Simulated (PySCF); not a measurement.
Species: Cd(SiH3)2 (singlet state).
Bonds: Cd1–Si2, Cd1–Si6. Hydrogens: H3, H4, H5 on Si2; H7, H8, H9 on Si6.

A GFN2-xTB structure with every atom displaced at random (by about 0.03 Å) was refined with PBE0-D3(BJ)/def2-SVP geometry optimisation, gas phase, def2 core potentials past Kr (PySCF 2.14.0). Values at the start:

| coordinate | start |
| --- | --- |
| Cd1–Si2 | 2.618 Å |
| Si2–H3 | 1.443 Å |
| Si2–H4 | 1.372 Å |
| Cd1–Si2–H3 | 113.0° |
| Si2–Cd1–Si6 | 175.0° |
| H3–Si2–H4 | 101.1° |

Q: How do these coordinates change at the PBE0-D3(BJ)/def2-SVP level?

A: 
```tsv
coordinate	PBE0-D3(BJ)/def2-SVP (Å or °)	change
Si2–H4	1.500	+0.128
Cd1–Si2	2.535	-0.083
Si2–H3	1.500	+0.057
H3–Si2–H4	107.0	+5.9
Si2–Cd1–Si6	179.6	+4.6
Cd1–Si2–H3	112.1	-0.9
```

The energy falls by 42.8 kJ/mol over 6 energy and gradient evaluations, the largest force component goes from 0.0557 to 1.7e-04 Eh/bohr, and the atoms move by 0.160 Å rms after alignment. The bond that changes most is Si2–H4 (ends: silicon bonded to Cd and 3 H; hydrogen on silicon), which lengthens by 0.128 Å. Bonds longer at the end by more than 0.005 Å: 5 of 8; shorter: 3. Rotational constants go from 46309, 1103, 1102 to 43151, 1194, 1194 MHz.

The run used 97 basis functions and 37 SCF cycles in all.

Whether it is a minimum is left open (no frequencies).
